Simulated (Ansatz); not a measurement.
Reactions of H4S2Sn, SMILES `[SH][SnH2][SH]`.

Isolated molecules relaxed with PBE0-D4/def2-TZVP in Ansatz; ΔE leaves out vibrations. CBS: MP2 limit from def2 TZ/QZ plus the TZ coupled-cluster correction, frozen cores. This one scheme is used for every species, atoms too. Functionals use def2-TZVPP. B3LYP here is the variant with VWN-RPA as its local correlation; programs differ in this. Open shells (•) are unrestricted, without spin–orbit coupling. Spin–orbit coupling would lower the free atoms: a little for S; strongly for Sn. Elements past krypton have def2 core potentials. For Se, Sn outer-core shells are correlated without core-valence functions, so the limit isn't a true one: a few kJ/mol of doubt a bond, and 10 to 20 or more in all where bonds break to atoms. Scalar relativity is left out up to krypton. One conformer a species, not always the lowest.

```
                                                      reaction  B3LYP-D4 (eV)  PBE0-D4 (eV)  CCSD/CBS(def2) (eV)
               `[SH][SnH2][SH]` + H₂O → `[OH][SnH2][SH]` + H₂S           0.39          0.47                 0.42
                          `[SH][SnH2][SH]` → 4 H• + 2 S• + Sn•          18.42         18.42                18.47
`[SH][SnH2][SH]` + `FC[SiH3]` → `F[CH2][SnH2][SH]` + `[SiH3]S`           0.24          0.21                 0.21
             `[SH][SnH2][SH]` + CH₃OH → `C[O][SnH2][SH]` + H₂S           0.46          0.56                 0.46
             `[SH][SnH2][SH]` + H₂Se → `[SH][SnH2][SeH]` + H₂S          -0.19         -0.19                -0.21
```

(1) Give the CCSD(T)/CBS values in the same order. (Estimate.)

Largest T1 diagnostic: 0.013, for `[OH][SnH2][SH]`.

## Answers

(1) Computed: 0.42, 18.81, 0.21, 0.45, -0.21 eV.
